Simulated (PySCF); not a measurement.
**Broadened absorption spectrum of Ge(vinyl)(NHEt)3**

Species: Ge(vinyl)(NHEt)3, C₈H₂₁GeN₃.
SMILES: `C=[CH][Ge]([NH]CC)([NH]CC)[NH]CC`

Method: TDDFT PBE0/def2-SVPD, vertical, gas phase, core orbitals frozen in the response (PySCF 2.14.0, density-fitted response routines). One conformer (not necessarily the lowest) at the PBE0-D3(BJ)/def2-SVP geometry, without solvent, vibrations or thermal averaging. Relativistic effects, spin–orbit coupling among them, are left out although an element past zinc is present.

Each state is given a Gaussian of 0.5 eV full width at half maximum, with ε(max) = 2.175×10⁸ f / Δν̃ (Δν̃ the width in cm⁻¹). The width is an assumption, not a result. The curve ends short of the highest state used, and states not computed would add to its high-energy end.

(E (eV), ε (L mol⁻¹ cm⁻¹)): (4.20, 1), (4.26, 2), (4.31, 5), (4.36, 10), (4.42, 23), (4.47, 42), (4.53, 82), (4.58, 137), (4.63, 219), (4.69, 362), (4.74, 526), (4.80, 779), (4.85, 1034), (4.91, 1377), (4.96, 1672), (5.01, 1949), (5.07, 2219), (5.12, 2360), (5.18, 2405), (5.23, 2337), (5.28, 2191), (5.34, 1961), (5.39, 1781), (5.45, 1655), (5.50, 1676), (5.55, 1840), (5.61, 2224), (5.66, 2663), (5.72, 3247), (5.77, 3694), (5.82, 4029), (5.88, 4209), (5.93, 4156), (5.99, 3882), (6.04, 3548), (6.10, 3131)

(1) Where are the band maxima, and which computed states make them?

(2) On this curve, what absorbance would a 10⁻⁵ mol/L sample give at 280 nm over a 1 cm path?

(3) Coming from long wavelengths, where does ε first pass 100 L mol⁻¹ cm⁻¹?

## Answers

(1) 240 nm (5.17 eV), ε about 2400, made up of S2 (19%) and S3 (71%); 210 nm (5.89 eV), ε about 4200, made up of S4 (41%), S5 (30%) and S6 (27%) (ε in L mol⁻¹ cm⁻¹; maxima over ε = 5, shares over 10%). The states used: S1 4.95 eV (f 0.0065); S2 5.06 eV (f 0.0099); S3 5.22 eV (f 0.033); S4 5.84 eV (f 0.033); S5 5.89 eV (f 0.023); S6 5.93 eV (f 0.021); S7 6.35 eV (f 0.0075); S8 6.43 eV (f 0.0010); S9 6.45 eV (f 0.025); S10 6.48 eV (f 0.0023); S11 6.52 eV (f 0.0027); S12 6.53 eV (f 0.0054); S13 6.60 eV (f 0.0041); S14 6.67 eV (f 0.0087); S15 6.70 eV (f 0.0080).

(2) 280 nm is 4.428 eV, where ε is about 25 L mol⁻¹ cm⁻¹, so A = ε c l ≈ 0.00025 (Beer–Lambert, with the gas-phase spectrum and the assumed width).

(3) At about 273 nm (4.55 eV), 0.40 eV below S1.
